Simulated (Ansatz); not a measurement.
Mulliken charges of CH₃F₃GeO (`FC(F)(F)[O][GeH3]`) from B3LYP/def2-TZVPP in Ansatz (PBE0-D4/def2-TZVP geometry).

```csv
atom,x (Å),y (Å),z (Å),charge (e)
F1,2.206,-0.338,-1.243,-0.169
C2,0.928,-0.411,-0.885,0.572
F3,0.211,0.286,-1.795,-0.202
F4,0.546,-1.694,-1.016,-0.191
O5,0.768,0.044,0.342,-0.372
Ge6,-0.874,0.447,1.015,0.299
H7,-1.261,1.821,0.466,0.019
H8,-1.838,-0.660,0.581,0.026
H9,-0.598,0.459,2.517,0.020
```

Question: By hand: the dipole of these point charges (1 e Å = 4.8032 D).

Answer: Σ q r = (-0.620, 0.232, 0.511) e Å, of length 0.836 e Å = 4.02 D.

Question: How does the dipole of the full density compare? (Best estimate.)

Answer: The calculation gave: (-0.477, 0.198, 0.417) e Å, 3.19 D; the point charges give 1.26 times that, at 2° from its direction.

Point charges leave out the atoms' own dipoles, such as those of lone pairs, and Mulliken's split depends on the basis, so the two needn't agree.

B3LYP here is the variant with VWN-RPA as its local correlation; programs differ in this.
